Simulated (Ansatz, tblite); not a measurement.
Forces on the cluster LaF₃ at its r2SCAN-D4/def2-TZVP geometry. The state is a singlet with charge 0.

In the def2 sets La takes a core potential; there is no spin–orbit coupling. The xTB rows come from tblite. B3LYP takes the VWN-RPA correlation. The structure comes from a short search, and lower isomers may exist.

GFN1-xTB (tblite), largest force 0.24 eV/Å:

```xyz
4
positions Å, forces eV/Å
La    0.413    0.036    0.030    0.072    0.006    0.005
F     0.034   -0.260   -2.065   -0.043    0.026    0.232
F    -0.083   -1.667    1.244   -0.030    0.186   -0.144
F    -0.364    1.891    0.791    0.002   -0.218   -0.093
```

GFN2-xTB (tblite), largest force 0.53 eV/Å:

```
La -0.261 -0.023 -0.019
F 0.044 0.070 0.524
F 0.073 0.424 -0.309
F 0.144 -0.471 -0.195
```

B3LYP-D4/def2-TZVP (Ansatz), largest force 0.16 eV/Å:

```
La 0.072 0.006 0.005
F -0.011 -0.021 -0.159
F -0.020 -0.129 0.094
F -0.041 0.143 0.059
```
